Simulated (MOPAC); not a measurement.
Input file for MOPAC: PM6 on CH5BO (SMILES BOC), a point of a torsion scan.

```
PM6 1SCF PRECISE CHARGE=0 THREADS=1
CH5BO

B      1.32170766 1    -0.20352156 1     0.24397320 1
O      0.15822476 1    -0.18922530 1     0.87787525 1
C     -0.67886987 1    -1.30872923 1     1.05841967 1
H      1.57020062 1    -0.95634923 1    -0.63312682 1
H      1.98780359 1     0.74610481 1     0.42264451 1
H     -1.28133226 1    -1.48999582 1     0.16249408 1
H     -0.09715113 1    -2.20619627 1     1.27435673 1
H     -1.34377405 1    -1.09442955 1     1.89676418 1
```

Program output:

```
*******************************************************************************
 **                                                                           **
 **                              MOPAC v23.2.5                                **
 **                                                                           **
 *******************************************************************************
 ** MOPAC's Digital Object Identifier: https://doi.org/10.5281/zenodo.6511958 **
 **                                                                           **
 ** Please cite the open-source release paper for use of this MOPAC version:  **
 ** J. E. Moussa and J. J. P. Stewart (2026)                                  **
 ** MOPAC: An open-source semiempirical molecular orbital program             **
 ** J. Open Source Softw., 11(119), 8025, https://doi.org/10.21105/joss.08025 **
 *******************************************************************************

                              PM6 CALCULATION RESULTS

 *******************************************************************************
 *  PM6        - The PM6 Hamiltonian to be used
 *
 *
 *
 *                 CHARGE ON SYSTEM = 0
 *
 *
 *
 *  PRECISE    - TIGHTER CRITERIA TO BE USED
 *  1SCF       - DO 1 SCF AND THEN STOP
 *  THREADS=1  - MULTI-THREADING NOT USED
 *  T=         - A TIME OF 172800.0 SECONDS REQUESTED
 *  DUMP=N     - RESTART FILE WRITTEN EVERY 7200.0 SECONDS REQUESTED
 *******************************************************************************
PM6 1SCF PRECISE CHARGE=0 THREADS=1
 CH5BO

   ATOM   CHEMICAL          X               Y               Z
  NUMBER   SYMBOL      (ANGSTROMS)     (ANGSTROMS)     (ANGSTROMS)

     1       B          1.32170766  *  -0.20352156  *   0.24397320  *
     2       O          0.15822476  *  -0.18922530  *   0.87787525  *
     3       C         -0.67886987  *  -1.30872923  *   1.05841967  *
     4       H          1.57020062  *  -0.95634923  *  -0.63312682  *
     5       H          1.98780359  *   0.74610481  *   0.42264451  *
     6       H         -1.28133226  *  -1.48999582  *   0.16249408  *
     7       H         -0.09715113  *  -2.20619627  *   1.27435673  *
     8       H         -1.34377405  *  -1.09442955  *   1.89676418  *



          CARTESIAN COORDINATES

    NO.       ATOM           X           Y           Z

     1         B          1.3217     -0.2035      0.2440
     2         O          0.1582     -0.1892      0.8779
     3         C         -0.6789     -1.3087      1.0584
     4         H          1.5702     -0.9563     -0.6331
     5         H          1.9878      0.7461      0.4226
     6         H         -1.2813     -1.4900      0.1625
     7         H         -0.0972     -2.2062      1.2744
     8         H         -1.3438     -1.0944      1.8968

 General Reference for PM6:
 "Optimization of Parameters for Semiempirical Methods V: Modification of NDDO Approximations
 and Application to 70 Elements", J. J. P. Stewart, J. Mol. Mod., 13, 1173-1213 (2007)
 URL: https://link.springer.com/article/10.1007/s00894-007-0233-4

           Empirical Formula: C H5 O B  =     8 atoms



      MOLECULAR POINT GROUP   :   C1


      RHF CALCULATION, NO. OF DOUBLY OCCUPIED LEVELS = 9


 -------------------------------------------------------------------------------
 PM6 1SCF PRECISE CHARGE=0 THREADS=1
 CH5BO



     1SCF WAS SPECIFIED, SO BFGS WAS NOT USED
     SCF FIELD WAS ACHIEVED


                              PM6 CALCULATION
                                                       MOPAC v23.2.5 Linux




          FINAL HEAT OF FORMATION =        -56.23439 KCAL/MOL =    -235.28468 KJ/MOL


          COSMO AREA              =         88.27 SQUARE ANGSTROMS
          COSMO VOLUME            =         70.08 CUBIC ANGSTROMS

          IONIZATION POTENTIAL    =         10.332854 EV
          HOMO LUMO ENERGIES (EV) =        -10.333  0.820
          NO. OF FILLED LEVELS    =          9
          MOLECULAR WEIGHT        =         43.8599         POINT GROUP:  C1

          MOLECULAR DIMENSIONS (Angstroms)

            Atom       Atom       Distance
            H     8    H     5     4.08167
            H     4    H     5     1.91272
            H     6    H     7     1.75285


          SCF CALCULATIONS        =          1





   ATOM   CHEMICAL          X               Y               Z
  NUMBER   SYMBOL      (ANGSTROMS)     (ANGSTROMS)     (ANGSTROMS)

     1       B          1.32170766  *  -0.20352156  *   0.24397320  *
     2       O          0.15822476  *  -0.18922530  *   0.87787525  *
     3       C         -0.67886987  *  -1.30872923  *   1.05841967  *
     4       H          1.57020062  *  -0.95634923  *  -0.63312682  *
     5       H          1.98780359  *   0.74610481  *   0.42264451  *
     6       H         -1.28133226  *  -1.48999582  *   0.16249408  *
     7       H         -0.09715113  *  -2.20619627  *   1.27435673  *
     8       H         -1.34377405  *  -1.09442955  *   1.89676418  *

                             CARTESIAN COORDINATES

   1    B        1.321707660    -0.203521560     0.243973200
   2    O        0.158224760    -0.189225300     0.877875250
   3    C       -0.678869870    -1.308729230     1.058419670
   4    H        1.570200620    -0.956349230    -0.633126820
   5    H        1.987803590     0.746104810     0.422644510
   6    H       -1.281332260    -1.489995820     0.162494080
   7    H       -0.097151130    -2.206196270     1.274356730
   8    H       -1.343774050    -1.094429550     1.896764180


           Empirical Formula: C H5 O B  =     8 atoms



      MOLECULAR POINT GROUP   :   C1


                  EIGENVALUES
 -30.88604 -25.66577 -19.37438 -16.45487 -16.20201 -14.92714 -12.52304 -12.10163
 -10.33285   0.82016   1.94882   3.53819   4.96294   5.06976   5.27097   5.65206
   6.31377


              NET ATOMIC CHARGES AND DIPOLE CONTRIBUTIONS

  ATOM NO.   TYPE          CHARGE      No. of ELECS.   s-Pop       p-Pop
    1          B           0.031466        2.9685     1.09150     1.87704
    2          O          -0.372062        6.3721     1.72194     4.65012
    3          C          -0.168655        4.1687     1.08868     3.07997
    4          H           0.030088        0.9699     0.96991
    5          H           0.058090        0.9419     0.94191
    6          H           0.136740        0.8633     0.86326
    7          H           0.131751        0.8682     0.86825
    8          H           0.152582        0.8474     0.84742
 DIPOLE           X         Y         Z       TOTAL
 POINT-CHG.    -0.639    -1.739    -0.060     1.854
 HYBRID        -0.301    -0.034     0.244     0.389
 SUM           -0.941    -1.773     0.185     2.015


          ATOMIC ORBITAL ELECTRON POPULATIONS

     Atom    s        px        py        pz
    1  B   1.09150   0.58421   0.75585   0.53698
    2  O   1.72194   1.43392   1.48886   1.72734
    3  C   1.08868   1.01553   0.92127   1.14317
    4  H   0.96991
    5  H   0.94191
    6  H   0.86326
    7  H   0.86825
    8  H   0.84742

 **********************
 *                    *
 * JOB ENDED NORMALLY *
 *                    *
 **********************




 == MOPAC DONE ==
```

The run finished.

Cost: roughly 0.020 core-seconds.
